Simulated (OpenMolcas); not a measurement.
A calculation on Ne2+.

```json
{
  "Program": "OpenMolcas 26.06",
  "Method": "SS-CASPT2, IPEA 0.25 Eh, imaginary shift 0.1 Eh (closed shells correlated: 1s 2s)",
  "Basis": "ANO-RCC-VTZP [4s3p2d1f]",
  "Scalar Hamiltonian": "DKH2, point nucleus",
  "Active space": "4 electrons in 3 orbitals (2p)",
  "State averaging": "2S+1 = 3 even, 3 roots; 2S+1 = 1 even, 6 roots",
  "Spin-orbit coupling": "RASSI with atomic mean-field integrals over the reference wave functions, term energies averaged over their components"
}
```

(1) Which level of the active space comes out lowest?

(2) How high does 2s² 2p⁴ ³P₁ lie?

(3) How high does 2s² 2p⁴ ¹S₀ lie?

(4) How high does 2s² 2p⁴ ¹D₂ lie?

Measured values: Moore, Atomic Energy Levels, vol. I, NSRDS-NBS 35 (1971 reprint of NBS Circular 467, 1949).

Results:

(1) 2s² 2p⁴ ³P₂, with 100 % of that term; it is also the measured ground level.

(2) 601 cm⁻¹ above the lowest level; measured 650 cm⁻¹ above the ground level, so the calculation is off by -8 %.

(3) 58770 cm⁻¹ above the lowest level; measured 55747 cm⁻¹ above the ground level, so the calculation is off by +5 %.

(4) 26220 cm⁻¹ above the lowest level; measured 25841 cm⁻¹ above the ground level, so the calculation is off by +1 %.

CASPT2 does not keep the components of a term degenerate, so their means are used; among the terms shown or strongly mixed into the levels shown the widest spread is 48 cm-1 (2s² 2p⁴ ¹D). With the s shell closed, the reference lacks s² → p² mixing. Computed and measured levels are paired by configuration, term and J; levels that our copy of the source lacks, or whose pairing is in doubt (as where it misses far off the trend of its configuration), stay unpaired and out of the deviations. Only configurations of the active space appear.
